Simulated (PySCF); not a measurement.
# Basis-set dependence of excited states

C4H6BrCl.
InChI=1S/C4H6BrCl/c1-4(6)2-3-5/h2H,3H2,1H3/b4-2-

TDDFT with PBE0 (PySCF), vertical singlets, core orbitals frozen in the response, spherical d and f functions. One conformer (not necessarily the lowest) at the PBE0-D3(BJ)/def2-SVP geometry, without solvent, vibrations or thermal averaging. The PBE0/6-31G* calculation is non-relativistic and has no spin–orbit coupling, an omission that weighs most on bromine.

**Question.** Compare 6-31G*, def2-SVP, def2-SVPD, aug-cc-pVDZ and def2-TZVP for this molecule.

**Answer.** 

```csv
basis,functions,diffuse,S1 (eV),S2 (eV),S3 (eV),S4 (eV),S5 (eV),LUMO (eV),α (au)
6-31G*,118,no,5.57,5.62,5.98,6.66,6.92,-0.77,70.3
def2-SVP,136,no,5.55,5.57,6.01,6.82,6.91,-0.76,70.7
def2-SVPD,196,yes,5.41,5.47,5.81,6.37,6.75,-1.09,89.4
aug-cc-pVDZ,209,yes,5.40,5.48,5.78,6.10,6.54,-1.06,89.7
def2-TZVP,245,no,5.48,5.54,5.89,6.51,6.77,-0.95,83.4
```

States are compared by their number. Against the largest diffuse basis here (aug-cc-pVDZ, itself not a converged limit), sets without diffuse functions differ by up to 0.18 eV in S1 and 0.37 eV in S5; the smaller diffuse sets differ by up to 0.01 and 0.20 eV. State by state, the largest deviation of a set without diffuse functions is S1 0.18, S2 0.13, S3 0.23, S4 0.72, S5 0.37 eV. The same number needn't mean the same state in each row. Against aug-cc-pVDZ the polarisability deviates by -22% in 6-31G*, -21% in def2-SVP, 0% in def2-SVPD, -7% in def2-TZVP.
